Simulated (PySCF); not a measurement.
Species: ZnH2 (singlet state).
Structure used (PBE0-D3(BJ)/def2-SVP), in Å, numbered top down from 1:
```
atom  x, y, z in Å
Zn1    0.0000    0.0000    0.0000
H2    -0.0189   -0.0234    1.5501
H3     0.0189    0.0234   -1.5501
```

Theory: PySCF 2.14.0, PBE0-D3(BJ)/def2-SVP geometry optimisation, gas phase.

Masses are those of the commonest isotopes; rigid-rotor values at the optimised geometry. 

What are the moment of inertia and the rotational constant?

I = 4.845 u·Å², B = 505379 MHz·u·Å²/I = 104307 MHz (3.4793 cm⁻¹, or 5.006 K as hB/k).

List the first levels of a rigid rotor in a Σ state.

E(J) = BJ(J+1): J = 1: 6.959, J = 2: 20.876, J = 3: 41.752, J = 4: 69.586, J = 5: 104.379, J = 6: 146.131 cm⁻¹.

Has it a pure rotational spectrum?

Not by electric dipole: D∞h allows no dipole (computed 0.00 D). Rotational Raman lines (ΔJ = 2) lie at B(4J + 6), spaced by 4B = 13.917 cm⁻¹, with nuclear-spin weights that differ between even and odd J.

Estimate the classical rotational partition function at 50 K, 200 K and 500 K.

Point group D∞h, symmetry number σ = 2; q = kT/(σhB), k/h = 20836.6 MHz/K: 5.0 at 50 K, 20.0 at 200 K, 49.9 at 500 K.

Whether it is a minimum is left open (no frequencies). Zero-point vibration and centrifugal distortion are left out.
